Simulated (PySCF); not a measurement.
## Correlation energy of P²⁺ (phosphorus, charge +2)

[Ne] 3s2 3p1, 2P determinant. All numbers are calculated (PySCF 2.14, scalar relativity by spin-free X2C-1e, in an even-tempered Gaussian basis (22 s from 0.01 bohr⁻², ratio 2.5; 15 p from 0.013 bohr⁻², ratio 2.5; 6 d from 0.46 bohr⁻², ratio 2.7; 5 f from 0.69 bohr⁻², ratio 2.7)). Frozen: 1s2; 11 electrons correlated; the 23 highest virtual orbitals of each spin left out.

MP2 pair energies summed by pair of shells (mhartree):

```csv
pair,energy,share (%)
2p-2p,-199.86,55.4
2s-2p,-63.22,17.5
2p-3s,-26.47,7.3
3s-3s,-26.31,7.3
3s-3p,-21.24,5.9
2s-2s,-10.08,2.8
2p-3p,-9.00,2.5
2s-3s,-3.41,0.9
2s-3p,-1.45,0.4
```

Total MP2 correlation energy: -361.04 mhartree.

Same-spin part -88.15 and opposite-spin part -272.89 mhartree; SCS-MP2 scales them by 1/3 and 6/5 to -356.85 mhartree.
